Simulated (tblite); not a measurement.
Compound: C8H4Cl (doublet state).
SMILES: `C#Cc1cc[c]c(Cl)c1`

The geometry is computed with GFN2-xTB (gas phase). This method treats the open shell by occupation alone, without spin polarisation.

Masses are those of the commonest isotopes; rigid-rotor values at the optimised geometry. 

Question: What are A, B and C (GHz)?

Answer: Ia = 177.11, Ib = 560.35, Ic = 737.47 u·Å²; 505379 MHz·u·Å²/I gives 2853, 901.9 and 685.3 MHz, that is A = 2.8534, B = 0.9019, C = 0.6853 GHz.

Question: Classify the top.

Answer: An asymmetric top. Ray's parameter κ = (2B − A − C)/(A − C) = -0.800; −1 is the prolate and +1 the oblate limit.

Question: Is it planar, by Δ = Ic − Ia − Ib?

Answer: Planar: Δ = Ic − Ia − Ib = 0.00 u·Å². For a rigid frame Δ = −2 Σ m c², so it vanishes when all atoms lie in the ab plane; here none is more than 0.01 Å from it.

Question: Give the coordinates in the principal-axis frame, origin at the centre of mass.

Answer: The sense of each axis is arbitrary; atoms in the order of the calculation.
```csv
atom,mass (u),a (Å),b (Å),c (Å)
C1,12.000,-3.576,-1.321,0.001
C2,12.000,-2.541,-0.713,-0.001
C3,12.000,-1.323,0.011,-0.001
C4,12.000,-1.347,1.405,-0.001
C5,12.000,-0.149,2.112,0.001
C6,12.000,1.010,1.398,0.000
C7,12.000,1.081,0.035,0.000
Cl8,34.969,2.589,-0.814,0.000
C9,12.000,-0.113,-0.681,0.001
H10,1.008,-4.479,-1.855,0.002
H11,1.008,-2.290,1.931,0.000
H12,1.008,-0.149,3.191,0.003
H13,1.008,-0.098,-1.760,0.003
```

Question: List the rotational levels J(Ka,Kc) to J = 3 (MHz).

Answer: Above 0(0,0):
J = 1: 1(0,1) 1587, 1(1,1) 3539, 1(1,0) 3755
J = 2: 2(0,2) 4745, 2(1,2) 6496, 2(1,1) 7146, 2(2,1) 13001, 2(2,0) 13018
J = 3: 3(0,3) 9439, 3(1,3) 10923, 3(1,2) 12222, 3(2,2) 17762, 3(2,1) 17847, 3(3,1) 28072, 3(3,0) 28073
The levels of one J sum to (2J + 1)J(J + 1)(A + B + C)/3.

Question: Estimate the classical rotational partition function at 25 K, 100 K and 200 K.

Answer: Point group Cs, symmetry number σ = 1; q = (√π/σ)·√((kT/h)³/(ABC)), k/h = 20836.6 MHz/K: 15900 at 25 K, 127000 at 100 K, 359000 at 200 K.

For this open shell read J as N, the rotation without spin; fine and hyperfine splittings come on top. Its GFN2-xTB frequencies are all real (lowest 114 cm⁻¹). Zero-point vibration and centrifugal distortion are left out.

Time: 0.1 s of wall time. Hardware: an Arm Neoverse V1 with one thread, on a shared host. This is the geometry optimisation.
